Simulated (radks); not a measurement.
Values are calculated unless marked as measured or tabulated.
Task: Ionisation of neutral niobium, [Kr] 4d4 5s1, to Nb+, [Kr] 4d4, under several functionals. Dirac Kohn-Sham, spin-unpolarised, spherical densities, finite nucleus; open shells are shared between the two j in proportion to 2j + 1; a radial shooting solver on a logarithmic mesh with Libxc functionals. Known Delta-SCF values: PW91 6.686 eV; SOGGA 6.528 eV. What does PBEsol give, and what is its highest occupied eigenvalue?

Result: 6.653 eV by Delta-SCF; the 4d5/2 eigenvalue is -2.996 eV. NIST: 6.759 eV (measured).

Beside tabulated values, note that spin-unpolarised runs miss the spin-polarisation part of the exchange energy of open shells.
